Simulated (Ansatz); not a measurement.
Consider the redistribution: `[Cl][GeH2][SeH]` + `CO[SiH](C)Cl` → `C[O][GeH]([Cl])[SeH]` + `C[SiH2]Cl`.

Gas-phase electronic energies from Ansatz, PBE0-D4/def2-TZVP geometries. CCSD(T)/CBS adds triple-zeta CCSD(T) − MP2 to the extrapolated MP2 energy (def2 sets, frozen cores). Functionals use def2-TZVPP. For Ge, Se outer-core shells are correlated without core-valence functions, which leaves a few kJ/mol of doubt a bond. Scalar relativity is left out up to krypton. One conformer a species, not always the lowest.

```tsv
level	ΔE (eV)
r2SCAN-D4	0.62
ωB97X-V	0.63
r2SCAN	0.63
HF/def2-TZVPP	0.73
SCS-MP2/def2-TZVPP	0.60
CCSD/def2-TZVPP	0.63
MP2/def2-QZVPP	0.61
SCS-MP2/def2-QZVPP	0.62
```

(1) What does CCSD(T)/CBS give? (Best estimate.)

Largest T1 diagnostic among the species: 0.011.

Results:

(1) The calculation gave: +0.63 eV. The listed levels differ from it by -0.01, 0.00, 0.00, 0.10, -0.03, 0.00, -0.02, -0.01 eV.

In def2-TZVPP, CCSD(T) changes the Hartree–Fock value by −0.13 eV (the triples alone add −0.03 eV) and MP2 by −0.14 eV. From PBE to PBE0 (25 % exact exchange), in def2-TZVPP and without D4, ΔE moves by +0.06 eV.
